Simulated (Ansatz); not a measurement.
Coupled-cluster run, `NC1(F)O[SiH2]O1`.

```yaml
crystal:
  periodic: [false, false, false]
  atoms:
    - {symbol: N, position_ang: [-0.047146, -1.744002, -0.200051]}
    - {symbol: C, position_ang: [-0.509421, -0.428759, -0.115846]}
    - {symbol: F, position_ang: [-1.860162, -0.462489, -0.161382]}
    - {symbol: O, position_ang: [0.004953, 0.391397, -1.131093]}
    - {symbol: Si, position_ang: [0.471057, 1.494696, 0.037458]}
    - {symbol: O, position_ang: [-0.136818, 0.322617, 1.050192]}
    - {symbol: H, position_ang: [0.959041, -1.788610, -0.130508]}
    - {symbol: H, position_ang: [-0.479760, -2.326784, 0.503383]}
    - {symbol: H, position_ang: [-0.251063, 2.784644, 0.019484]}
    - {symbol: H, position_ang: [1.932620, 1.706192, 0.131263]}
basis:
  gaussian: {orbitals: def2-TZVPP}
correlation: {method: ccsd_t}
```

```sh
$ ansatz run in.yaml --threads 4 --pin off --events-out ev --progress --plain --max-ram 10444MiB
```

Output of Ansatz, abridged:

```
Functional definition: HF
  name "HF"
  cite "Fock, Z. Phys. 61, 126 (1930) doi:10.1007/BF01340294"
  parent pbe
  exchange = exact_x
  correlation = 0
1563 factors; integrals over basis functions are off by at most 1.0e-3 eV
mean field evaluation 1: about -17218.1801 eV, gradient 5.5e1 eV
mean field evaluation 2: about -17218.5746 eV, gradient 5.5e1 eV
mean field evaluation 4: about -17224.1892 eV, gradient 4.0e0 eV
mean field evaluation 8: about -17224.2592 eV, gradient 3.0e-1 eV
mean field -17224.25950561 eV, -632.9798618088 hartree, gradient 3.2e-6 eV, S^2 0.000000; 0 other end points of the search recorded, 0 dependent functions left out
10 core orbitals not correlated: weight in the atoms' cores, before any rotation towards them, 1.000 or more for the frozen orbitals, at most 0.000 for the correlated occupied ones
reference -17224.25950561 eV, -632.9798618088 hartree; 18, 18 occupied and 225, 225 virtual orbitals, 1563 factors
second order -32.53732031 eV of doubles, -0.00000000 eV of singles
cycle   1  -32.19993300 eV  change    3.4e-1 eV  update   1.2e-1
cycle   2  -32.95246345 eV  change   -7.5e-1 eV  update   3.4e-2
cycle   3  -33.11417009 eV  change   -1.6e-1 eV  update   1.6e-2
cycle   4  -33.09184818 eV  change    2.2e-2 eV  update   3.5e-3
cycle   5  -33.09042166 eV  change    1.4e-3 eV  update   1.7e-3
cycle   6  -33.09183412 eV  change   -1.4e-3 eV  update   5.5e-4
cycle   7  -33.09162919 eV  change    2.0e-4 eV  update   2.2e-4
cycle   8  -33.09146593 eV  change    1.6e-4 eV  update   7.3e-5
cycle   9  -33.09147737 eV  change   -1.1e-5 eV  update   2.9e-5
perturbative correction -1.25417152 eV, -0.0460899533 hartree
Total energy: -17258.60515450 eV, -634.2420411252 hartree
```

It took 4.7 min on 4 threads of an Arm Neoverse V1 on a shared host, with 6 GiB of host memory at the peak.

The correlation energy is -34.346 eV, 3.7 % of it from (T); the T1 diagnostic reads 0.0123.
